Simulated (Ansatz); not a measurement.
A run of Ansatz (development build ahead of 0.2.0) on doublet BeF at this shape:

```xyz
2

F     0.0000    0.0000    0.0000
Be    0.0000    0.0000    3.4860
```

Its results:

```yaml
Converged: yes
Total_energy: -114.32023 hartree
Spin_squared_of_the_determinant: 0.750
Stability_test: minimum among restricted orbitals
```

**Question.** Which input gives this output? Name the method, the orbitals and the basis set, and write the input.

**Answer.** PBE0 (restricted open-shell) in pcseg-2.

```yaml
crystal:
  periodic: [false, false, false]
  atoms:
    - { symbol: F, position_ang: [0.0, 0.0, 0.0] }
    - { symbol: Be, position_ang: [0.0, 0.0, 3.486] }
basis:
  gaussian: { orbitals: pcseg-2 }
magnetization:
  initial_magnetization: 1
hamiltonian:
  xc: pbe0
```

Caution: stretched shape with no unrestricted run beside it, a lower state can exist; charge can spread falsely over distant fragments.
